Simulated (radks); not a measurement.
The numbers below are computed, except where a source is named.
Te13+, configuration [Kr] 4d3.

Level of theory: scalar-relativistic Kohn-Sham, PBEsol, spin-polarised, spherical densities, finite nucleus; open shells are filled with parallel spins first (spin-orbit coupling, left out, can overturn this in heavy ions); Fermi nuclear charge, rms radius 4.7423 fm (a radial shooting solver on a logarithmic mesh with Libxc functionals).

Energy parts (Ry):
total: -13465.90647
kinetic: 14113.83293
electron-nucleus: -31770.60024
Hartree: 4516.27379
exchange-correlation: -325.41294

Orbitals (lengths in bohr, moments of r in powers of bohr; r(90%) holds 90 % of the orbital's charge):
1s up: occ. 1; eigenvalue (Ry) -2344.423; <r^2> 0.001049; <r> 0.02782; <1/r> 55.55; r(90%) 0.0500
1s down: occ. 1; eigenvalue (Ry) -2344.422; <r^2> 0.001049; <r> 0.02782; <1/r> 55.55; r(90%) 0.0500
2s up: occ. 1; eigenvalue (Ry) -377.4775; <r^2> 0.01694; <r> 0.1199; <1/r> 12.71; r(90%) 0.185
2s down: occ. 1; eigenvalue (Ry) -377.3792; <r^2> 0.01694; <r> 0.1199; <1/r> 12.72; r(90%) 0.185
2p up: occ. 3; eigenvalue (Ry) -341.1031; <r^2> 0.01339; <r> 0.1048; <1/r> 12.18; r(90%) 0.170
2p down: occ. 3; eigenvalue (Ry) -341.0264; <r^2> 0.01339; <r> 0.1047; <1/r> 12.19; r(90%) 0.170
3s up: occ. 1; eigenvalue (Ry) -91.33959; <r^2> 0.1179; <r> 0.3213; <1/r> 4.559; r(90%) 0.472
3s down: occ. 1; eigenvalue (Ry) -91.28460; <r^2> 0.1178; <r> 0.3211; <1/r> 4.560; r(90%) 0.472
3p up: occ. 3; eigenvalue (Ry) -79.51944; <r^2> 0.1180; <r> 0.3190; <1/r> 4.341; r(90%) 0.479
3p down: occ. 3; eigenvalue (Ry) -79.45792; <r^2> 0.1178; <r> 0.3189; <1/r> 4.341; r(90%) 0.478
3d up: occ. 5; eigenvalue (Ry) -61.73009; <r^2> 0.1027; <r> 0.2947; <1/r> 4.111; r(90%) 0.463
3d down: occ. 5; eigenvalue (Ry) -61.64093; <r^2> 0.1026; <r> 0.2946; <1/r> 4.111; r(90%) 0.462
4s up: occ. 1; eigenvalue (Ry) -30.89540; <r^2> 0.5899; <r> 0.7247; <1/r> 1.934; r(90%) 1.03
4s down: occ. 1; eigenvalue (Ry) -30.56049; <r^2> 0.5896; <r> 0.7243; <1/r> 1.937; r(90%) 1.03
4p up: occ. 3; eigenvalue (Ry) -26.96808; <r^2> 0.6508; <r> 0.7590; <1/r> 1.809; r(90%) 1.09
4p down: occ. 3; eigenvalue (Ry) -26.63204; <r^2> 0.6513; <r> 0.7591; <1/r> 1.810; r(90%) 1.09
4d up: occ. 3; eigenvalue (Ry) -21.08359; <r^2> 0.7576; <r> 0.8140; <1/r> 1.618; r(90%) 1.20
4d down: occ. 0; eigenvalue (Ry) -20.75257; <r^2> 0.7610; <r> 0.8155; <1/r> 1.617; r(90%) 1.20

The highest occupied level is 4d up at -286.86 eV. The density falls to 0.001 e/bohr^3 at r = 1.92 bohr. For comparison, the ionisation energy in NIST's Atomic Spectra Database is 299 eV (theoretical). In exact Kohn-Sham theory the highest level is minus the ionisation energy, but local and semilocal functionals leave it too shallow, through self-interaction and a potential that decays too fast; potentials with the right tail come closer. The electron density at the nucleus is 2.347e+05 e/bohr^3 (large components only). Spin moment in Bohr magnetons: 3.
